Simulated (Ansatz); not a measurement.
**A geometry optimisation of C5H11B with PBE-D3(BJ)/def2-SVP**

The starting geometry of this gas-phase singlet was optimised with GFN2-xTB.

```yaml
atoms:
  - { symbol: C, position_ang: [-0.7487, -0.1994, -0.1759] }
  - { symbol: C, position_ang: [-1.5295, -0.0565, 1.1283] }
  - { symbol: C, position_ang: [-1.2291, 0.8452, -1.1802] }
  - { symbol: C, position_ang: [-0.8252, -1.6160, -0.6929] }
  - { symbol: C, position_ang: [-0.5165, -2.0142, -1.9263] }
  - { symbol: B, position_ang: [0.7951, -0.5045, -0.1041] }
  - { symbol: H, position_ang: [1.4961, -0.1620, -0.9738] }
  - { symbol: H, position_ang: [1.2449, -1.0726, 0.8148] }
  - { symbol: H, position_ang: [-1.2178, -0.8026, 1.8552] }
  - { symbol: H, position_ang: [-1.3559, 0.9273, 1.5594] }
  - { symbol: H, position_ang: [-2.6000, -0.1667, 0.9532] }
  - { symbol: H, position_ang: [-1.1167, 1.8400, -0.7541] }
  - { symbol: H, position_ang: [-2.2812, 0.6926, -1.4215] }
  - { symbol: H, position_ang: [-0.6544, 0.8094, -2.1003] }
  - { symbol: H, position_ang: [-1.1073, -2.3608, 0.0404] }
  - { symbol: H, position_ang: [-0.2285, -1.3252, -2.7003] }
  - { symbol: H, position_ang: [-0.5685, -3.0515, -2.2142] }
```

Q: Predict what it relaxes into with PBE-D3(BJ)/def2-SVP.

A: It rearranges, giving a structure given below by its coordinates. Distances that change by over a tenth: C4–C5 (1.33 → 1.48 Å), C4–B6 (2.05 → 1.80 Å). Contacts that open: C1–B6 (1.58 → 2.24 Å). Contacts that close: C5–B6 (2.71 → 1.62 Å).

The energy falls by 0.55 eV over 21 steps:

```json
{"step": "1", "E − E(last) (eV)": "0.553"}
{"step": "3", "E − E(last) (eV)": "0.352"}
{"step": "5", "E − E(last) (eV)": "0.300"}
{"step": "8", "E − E(last) (eV)": "0.166"}
{"step": "10", "E − E(last) (eV)": "0.055"}
{"step": "12", "E − E(last) (eV)": "0.012"}
{"step": "14", "E − E(last) (eV)": "0.005"}
{"step": "17", "E − E(last) (eV)": "0.000"}
{"step": "19", "E − E(last) (eV)": "0.000"}
{"step": "21", "E − E(last) (eV)": "0.000"}
```

Final geometry (Å):

| atom | x (Å) | y (Å) | z (Å) |
| --- | --- | --- | --- |
| C | -1.2091 | -0.2688 | -0.2137 |
| C | -1.7040 | 0.0090 | 1.1803 |
| C | -1.3274 | 0.8820 | -1.1802 |
| C | -0.8814 | -1.5653 | -0.5894 |
| C | -0.0196 | -1.8865 | -1.7444 |
| B | 0.8415 | -1.0627 | -0.6485 |
| H | 1.1591 | 0.0692 | -0.9525 |
| H | 1.4084 | -1.6090 | 0.2787 |
| H | -1.6290 | -0.8787 | 1.8368 |
| H | -1.1222 | 0.8340 | 1.6421 |
| H | -2.7635 | 0.3457 | 1.1591 |
| H | -0.8391 | 1.7956 | -0.7866 |
| H | -2.4057 | 1.1237 | -1.3111 |
| H | -0.9020 | 0.6597 | -2.1749 |
| H | -1.0085 | -2.3465 | 0.1777 |
| H | -0.2126 | -1.3560 | -2.6906 |
| H | 0.1717 | -2.9626 | -1.8751 |

The end wasn't checked by frequencies. Run with Ansatz 0.2.0, 76 s on 2 threads of Intel(R) Xeon(R) Platinum 8259CL CPU @ 2.50GHz (Skylake/Cascade Lake), with other jobs on the host.
